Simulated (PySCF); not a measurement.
F3Re, neutral, multiplicity 3. Atoms are numbered in the order given.

```xyz
4

Re     0.0000     0.0000     0.0000
F     -1.8308     0.0000     0.0000
F      0.9154     1.5855     0.0000
F      0.9154    -1.5855     0.0000
```
Charge 0, spin multiplicity 3.

The structure is a stationary point at PBE-D3(BJ)/def2-TZVP. The spin state was assumed, not searched. The def2 effective core potentials stand for the cores of Re; spin–orbit coupling is left out.

Method: PBE/def2-TZVPD (PySCF).

```
Quantity                                                                                                        Result
---------------------------------------------------------------------------------------------  -----------------------
total energy                                                                                        -377.78386 hartree
point group                                                                                                        D3h
α spin, highest occupied and lowest empty level                                                     -5.85 and -3.94 eV
β spin, highest occupied and lowest empty level                                                     -5.15 and -4.01 eV
dipole moment                                                                                                   0.00 D
quadrupole, principal values (traceless, Buckingham form, about the centre of nuclear charge)    -0.68, 0.34, 0.34 D·Å
mean static polarisability                                                                        46.6 bohr³ (6.90 Å³)
polarisability, principal values                                                                44.8, 44.8, 50.2 bohr³
⟨S²⟩                                                                                           2.006 (pure state 2.00)
```
